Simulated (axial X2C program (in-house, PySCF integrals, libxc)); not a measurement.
**Bond lengths and stretching modes, held linear, of AsSH**

Calculated with an axial X2C code built on PySCF integrals: two-component X2C with atomic mean-field Coulomb and Gaunt terms, Gaussian nuclei, basis As dyall-v3z, S dyall-av3z, H dyall-v3z with contracted cores. Spin-free rows use the one-electron spin-free X2C Hamiltonian.

Masses As 74.922, S 31.972, H 1.008 u. States: 2c Ω = 1 (beyond evenly filled blocks: ω = -1/2, ω = 3/2); spin-free M_S = 1, Λ = 0 (beyond evenly filled blocks: π+α, π-α).

LDA, 2c: energies above the lowest point

```
r(As–S) (Å)  r(S–H) (Å)  E (meV)
     2.1138      1.3046    35.25
     2.1138      1.3380     8.67
     2.1138      1.3715    11.89
     2.1680      1.3046    26.78
     2.1680      1.3380     0.00
     2.1680      1.3715     3.02
     2.1680      1.4049    30.98
     2.2222      1.3046    61.05
     2.2222      1.3380    33.98
     2.2222      1.3715    36.74
     2.2764      1.3380   101.21
     2.2764      1.4049   131.02
```

Question: Fit a quadratic surface with cubic terms in each bond: where is the minimum, and what are the two stretching wavenumbers?

Answer: At LDA, 2c: bonds 2.151 and 1.351 Å; harmonic stretches 429.4 and 2639.6 cm⁻¹; force constants 2.49, 4.01 and coupling -0.02 mdyn/Å.

The other levels and Hamiltonians give:

| Hamiltonian | level | r(As–S) (Å) | r(S–H) (Å) | lower stretch (cm⁻¹) | upper stretch (cm⁻¹) |
| --- | --- | --- | --- | --- | --- |
| 2c | PBE0 | 2.166 | 1.337 | 428.5 | 2748.1 |
| 2c | HF | 2.204 | 1.322 | 404.7 | 2878.1 |
| 2c | MP2 | 2.180 | 1.332 | 430.1 | 2785.0 |
| spin-free | PBE0 | 2.165 | 1.336 | 429.4 | 2752.2 |
| spin-free | HF | 2.203 | 1.321 | 405.9 | 2882.1 |
| spin-free | LDA | 2.149 | 1.350 | 430.4 | 2647.0 |
| spin-free | MP2 | 2.179 | 1.332 | 430.5 | 2785.1 |

Each state is one determinant, the lowest of a limited PBE0 search; the stretches come from a fit to these few points and carry an uncertainty of a few per cent. Other orders of the atoms were not compared. MP2 freezes inner shells (threshold -2 hartree). The molecule was held linear; bending was not examined, so a bent shape may lie lower. Hydrosulfides and their kin are strongly bent in nature, so this linear model does not describe the real molecule. Open-shell Ω = 0 determinants with evenly filled partner blocks cannot be reached by this program, so the Ω shown need not be the lowest component. Note: several unpaired electrons, one determinant need not be a pure state.
